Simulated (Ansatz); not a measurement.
Species: C₂H₄S₂, SMILES `S/C=C\S` (H–S–C–C torsion 180°, C–C–S–H torsion -180°) (charge 0, multiplicity 1).

Give a relaxed geometry from PBE-D3(BJ)/def2-TZVP in Ansatz (a first-principles code).

One answer among several that fit: the end point of this relaxation, one of several conformers (outside a Z-matrix the atoms follow the SMILES, hydrogens last).
Z-matrix (Å, degrees):
```
C
C 1 1.3442
H 2 1.0888 1 120.00
H 1 1.0888 2 120.00 3 0.00
S 2 1.7594 3 116.93 1 180.00
H 5 1.3510 2 95.95 3 0.00
S 1 1.7594 4 116.93 2 -180.00
H 7 1.3510 1 95.95 4 0.00
```
